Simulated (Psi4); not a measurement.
F₃Ti (SMILES [F][Ti]([F])[F]), doublet, geometry from GFN2-xTB (such geometries of metal compounds can be far from the true shape).

Here is a job for Psi4.
```
memory 2 GB

molecule {
0 2
  Ti    0.00000000   -0.00000000   -0.00000000
  F    -1.44890707   -0.87306393    0.07165357
  F     0.02042256    1.55241999   -0.67548625
  F     1.42848452   -0.67935606    0.60383267
}

set basis cc-pvdz
set reference uks

energy('pbe0')
print_variables()
```

**Question.** Give the <S^2> at the level PBE0/cc-pVDZ in Psi4 1.11.

**Answer.** 0.752

**Question.** Predict the number of basis functions from PBE0/cc-pVDZ.

**Answer.** 85

These values belong to the state on which the SCF converged, which isn't shown to be the lowest.
